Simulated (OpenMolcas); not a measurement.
# Ar³⁺: effect of the basis set

```json
{
 "Program": "OpenMolcas 26.06",
 "Method": "RASSCF",
 "Active space": "3 electrons in 9 orbitals (RAS2 3p; RAS3 3d 4s, at most 1 electron)",
 "State averaging": "2S+1 = 4 odd, 1 root; 2S+1 = 2 odd, 8 roots; 2S+1 = 4 even, 18 roots; 2S+1 = 2 even, 54 roots",
 "Spin-orbit coupling": "RASSI with atomic mean-field integrals over the reference wave functions, term energies averaged over their components"
}
```

A. ANO-RCC-VQZP [6s5p3d2f1g], DKH2, point nucleus; cost about 21 core-seconds
B. ANO-R3 [6s5p4d2f1g], X2C, finite nucleus; cost about 40 core-seconds
C. ANO-RCC [8s7p5d4f2g], DKH2, point nucleus; cost of the order of 40 core-seconds

Energies in cm⁻¹ above 3s² 3p³ ⁴S°_3/2, the measured ground level; measured values from Saloman, J. Phys. Chem. Ref. Data 39, 033101 (2010).

| Level | A | B | C | Measured |
| --- | --- | --- | --- | --- |
| 3s² 3p³ ⁴S°_3/2 | 0.0 | 0.0 | 0.0 | 0.0 |
| 3s² 3p³ ²D°_3/2 | 26059 | 25996 | 26072 | 21091 |
| 3s² 3p³ ²D°_5/2 | 26150 | 26087 | 26163 | 21220 |
| 3s² 3p³ ²P°_1/2 | 43426 | 43339 | 43447 | 34855 |
| 3s² 3p³ ²P°_3/2 | 43546 | 43460 | 43567 | 35032 |
| 3s² 3p² 3d ⁴F_3/2 | 186598 | 179762 | 181975 | 180682 |
| 3s² 3p² 3d ⁴F_5/2 | 186930 | 180105 | 182314 | 181032 |
| 3s² 3p² 3d ⁴F_7/2 | 187402 | 180590 | 182794 | 181533 |
| 3s² 3p² 3d ⁴F_9/2 | 188018 | 181222 | 183421 | 182196 |
| 3s² 3p² 3d ⁴D_1/2 | 194366 | 187852 | 189944 | 187290 |
| 3s² 3p² 3d ⁴D_3/2 | 194485 | 187979 | 190067 | 187398 |
| 3s² 3p² 3d ⁴D_5/2 | 194654 | 188143 | 190240 | 187821 |
| 3s² 3p² 3d ⁴D_7/2 | 194829 | 188306 | 190417 | 188824 |
| 3s² 3p² 3d ²F_5/2(1) | 197397 | 190089 | 192809 |  |
| 3s² 3p² 3d ²F_7/2(1) | 198436 | 191155 | 193857 |  |
| 3s² 3p² 3d ²P_3/2(1) | 199197 | 192493 | 194826 |  |
| 3s² 3p² 3d ²P_1/2(1) | 200394 | 193701 | 196031 |  |
| 3s² 3p² 3d ²G_7/2 | 219151 | 212656 | 214852 | 207761 |
| 3s² 3p² 3d ²G_9/2 | 219201 | 212743 | 214920 | 207859 |
| 3s² 3p² 3d ⁴P_5/2 | 221758 | 216441 | 217953 |  |
| 3s² 3p² 3d ⁴P_3/2 | 222233 | 216902 | 218421 |  |
| 3s² 3p² 3d ⁴P_1/2 | 222500 | 217160 | 218684 |  |
| 3s² 3p² 3d ²D_3/2(1) | 229857 | 223931 | 225754 |  |
| 3s² 3p² 3d ²D_5/2(1) | 229946 | 224073 | 225865 |  |

Deviations, from unrounded energies. A percentage is the sum of absolute deviations over the sum of measured energies, with the sign that they share, or ± where signs differ.

```
                        Against measurement  Levels      A      B      C
             mean absolute deviation (cm-1)      14   7200   3000   4000
other terms of the ground configuration (%)       4  +24.1  +23.8  +24.1
                   other configurations (%)      10   +3.9   ±0.8   +1.5
```

B lies closest to measurement on these levels and A furthest from it. The largest miss of B in the table is 3s² 3p³ ²P°_1/2, by +8500 cm-1. The ranking rests on the paired levels alone, and a cruder setting can come out closer through cancelling errors.

Among A to C the level of the table that moves most is 3s² 3p² 3d ²F_5/2(1), by 7300 cm-1 (lowest in B, highest in A).

ANO sets are built for valence states and can reach diffuse excited orbitals poorly, and with the s shell closed the s pⁿ⁺¹ terms that mix with these levels are absent. With the s shell closed, the reference lacks s² → p² mixing. Measured partners are found by configuration, term and J. A level has none where our copy of the source lacks it or the pairing is in doubt (some pairs that miss far off the trend of their configuration count as doubtful), and it then counts in no deviation. Levels of configurations outside the active space are missing. Levels that lie high or do not pair safely by name in every column are left out.

A number in round brackets counts repeated terms of one configuration in the order of the reference energies. ° marks odd parity.
